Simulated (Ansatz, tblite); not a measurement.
Cost and result up the ladder for the cluster LiAl3⁺ (the lowest doublet isomer of a short search) (4 atoms). Total charge 1; doublet. Geometry: r2SCAN-D4/def2-TZVP.

Cartesian coordinates in Å:
```
Li 0.764 -0.535 1.778
Al -1.276 0.975 0.083
Al -0.511 -1.227 -0.904
Al 1.023 0.787 -0.957
```

Ansatz on 4 threads of AMD EPYC 9R45 on a shared host; xTB runs through tblite on one thread. Times are rough, summed over both states, and most runs start from the orbitals of an earlier one. RPA@PBE/def2-TZVP serves as the yardstick here, not as an exact answer. Differences are given only for rows in sets of like size (and for xTB, whose basis is part of the method), since another set adds its own error. The other state is a quartet at its own geometry, which has other bonds, so the gap mixes isomer and spin.

The xTB rows come from tblite. B3LYP takes the VWN-RPA correlation. Correlated methods freeze 15 core orbitals; core or outer-core shells of Li are correlated, in sets that lack core-valence functions. In CCSD on the charge 1 doublet the largest single amplitude is 0.16, so its Hartree–Fock determinant may place the open shell otherwise than the density functionals do. The structure comes from a short search, and lower isomers may exist.

Run but left out: HF/6-31G (doublet: a determinant that CCSD turns far, T1 0.069); HF/def2-TZVP, HF/def2-TZVPP, MP2/def2-TZVP, MP2/def2-TZVPP (doublet: ⟨S²⟩ 1.24, where a pure state has 0.75).

Correlated methods converge slowly with the basis.

xTB has no spin-polarisation term.

| level | functions | wall time |
| --- | --- | --- |
| GFN1-xTB | 31 | 0.005 s |
| GFN2-xTB | 31 | 0.009 s |
| B3LYP-D4/6-31G | 48 | 0.95 s |
| revPBE-D4/def2-TZVP | 125 | 1.4 s |
| PBE-D4/def2-TZVP | 125 | 1.5 s |
| RPA@PBE/def2-TZVP | 125 | 2 s |
| r2SCAN-D4/def2-TZVP (with forces) | 125 | 3.2 s |
| B2PLYP/def2-TZVP | 125 | 3.2 s |
| PBE0-D4/def2-TZVP | 125 | 3.4 s |
| r2SCANh-D4/def2-TZVP | 125 | 3.5 s |
| r2SCAN0-D4/def2-TZVP | 125 | 5 s |
| CCSD(T)/def2-TZVPP | 145 | 9 s |

(1) Estimate what each level gives for the quartet − doublet (eV).

Results:

(1) 
```json
{"level": "GFN1-xTB", "quartet − doublet (eV)": "1.69", "difference from RPA@PBE/def2-TZVP (eV)": "1.03", "remarks": "–"}
{"level": "GFN2-xTB", "quartet − doublet (eV)": "0.04", "difference from RPA@PBE/def2-TZVP (eV)": "-0.62", "remarks": "–"}
{"level": "B3LYP-D4/6-31G", "quartet − doublet (eV)": "0.44", "difference from RPA@PBE/def2-TZVP (eV)": "–", "remarks": "–"}
{"level": "revPBE-D4/def2-TZVP", "quartet − doublet (eV)": "0.64", "difference from RPA@PBE/def2-TZVP (eV)": "-0.03", "remarks": "–"}
{"level": "PBE-D4/def2-TZVP", "quartet − doublet (eV)": "0.70", "difference from RPA@PBE/def2-TZVP (eV)": "0.04", "remarks": "–"}
{"level": "RPA@PBE/def2-TZVP", "quartet − doublet (eV)": "0.66", "difference from RPA@PBE/def2-TZVP (eV)": "0.00", "remarks": "–"}
{"level": "r2SCAN-D4/def2-TZVP (with forces)", "quartet − doublet (eV)": "0.67", "difference from RPA@PBE/def2-TZVP (eV)": "0.01", "remarks": "spin-contaminated (⟨S²⟩ 0.83) (doublet)"}
{"level": "B2PLYP/def2-TZVP", "quartet − doublet (eV)": "0.70", "difference from RPA@PBE/def2-TZVP (eV)": "0.03", "remarks": "spin-contaminated (⟨S²⟩ 0.84) (doublet)"}
{"level": "PBE0-D4/def2-TZVP", "quartet − doublet (eV)": "0.63", "difference from RPA@PBE/def2-TZVP (eV)": "-0.03", "remarks": "–"}
{"level": "r2SCANh-D4/def2-TZVP", "quartet − doublet (eV)": "0.65", "difference from RPA@PBE/def2-TZVP (eV)": "-0.02", "remarks": "spin-contaminated (⟨S²⟩ 0.85) (doublet)"}
{"level": "r2SCAN0-D4/def2-TZVP", "quartet − doublet (eV)": "0.61", "difference from RPA@PBE/def2-TZVP (eV)": "-0.05", "remarks": "spin-contaminated (⟨S²⟩ 0.88) (doublet)"}
{"level": "CCSD(T)/def2-TZVPP", "quartet − doublet (eV)": "0.69", "difference from RPA@PBE/def2-TZVP (eV)": "0.02", "remarks": "large T1 (0.069) (doublet), spin-contaminated (⟨S²⟩ 1.24) (doublet)"}
```
